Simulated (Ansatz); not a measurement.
Input for Ansatz (a program for electronic structure): R-CCSD(T)/def2-TZVPP on C2H6FIn (SMILES C[CH2][InH][F]), a point of a torsion scan. Elements past Kr take the def2 small-core potentials; no spin–orbit coupling. The run froze 12 orbitals, filled d shells among them.

Ansatz 0.2 input:
```yaml
crystal:
  periodic: [false, false, false]
  atoms:
    - {symbol: C, position_ang: [-1.11807898, 0.22565644, -0.67841503]}
    - {symbol: C, position_ang: [-0.51276640, -0.04017074, 0.68546797]}
    - {symbol: In, position_ang: [1.72673818, 0.18821856, 0.78918638]}
    - {symbol: F, position_ang: [2.25285219, 0.76610936, 2.60578646]}
    - {symbol: H, position_ang: [-0.72315144, -0.46170887, -1.42600453]}
    - {symbol: H, position_ang: [-2.20041020, 0.08848394, -0.63552895]}
    - {symbol: H, position_ang: [-0.91718059, 1.24498925, -1.00800804]}
    - {symbol: H, position_ang: [-0.84490838, 0.67841215, 1.43690409]}
    - {symbol: H, position_ang: [-0.73004517, -1.04955078, 1.03588986]}
    - {symbol: H, position_ang: [3.17754483, 0.07933783, -0.16649266]}
basis:
  gaussian:
    orbitals: def2-TZVPP
magnetization: {spin_polarized: false}
correlation: {method: ccsd_t, electrons: outside_noble_gas}
scf: {lower_state_search: off}
```

Q: Predict the final total energy.

A: -368.7046 hartree (reference determinant -367.9617, T1 diagnostic 0.013).

Q: How many basis functions does it have, and what does it roughly cost on one machine?

A: 227 functions; about 4 core-minutes (a rough figure).
